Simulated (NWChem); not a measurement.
BGeH₅O₂; SMILES [GeH3][B](O)O

```xyz
9

B     -0.0003    -1.0693     0.0009
Ge     0.0001     1.0242    -0.0021
H     -0.0367     1.5911    -1.4381
H     -1.2280     1.6044     0.7335
H      1.2644     1.6031     0.6707
O      1.1494    -1.7879    -0.0055
H      1.9433    -1.2483     0.0100
O     -1.1496    -1.7885    -0.0056
H     -1.9442    -1.2499     0.0098
```
Atoms are numbered in this order, from 1.

Results from NWChem. Structure relaxed at the PBE0/def2-SVP level. GIAO values for the isolated, static molecule; σ is the absolute isotropic shielding, δ = σ(reference) − σ with the isolated reference molecule computed at the same levels (11B: boron trifluoride, 1H: tetramethylsilane, 17O: water).

### Question
Predict the results for PBE0/pcSseg-1. Quantities: δ B1 (ppm); σ Ge2 (ppm); δ H3 (rotor mean) (ppm); δ O6 (ppm); δ H7 (ppm); δ O8 (ppm); δ H9 (ppm).

### Answer
```
Property                  Value
-----------------------  ------
δ B1 (ppm)                 20.4
σ Ge2 (ppm)              1700.9
δ H3 (rotor mean) (ppm)    3.24
δ O6 (ppm)                178.7
δ H7 (ppm)                 4.43
δ O8 (ppm)                178.1
δ H9 (ppm)                 4.41
```
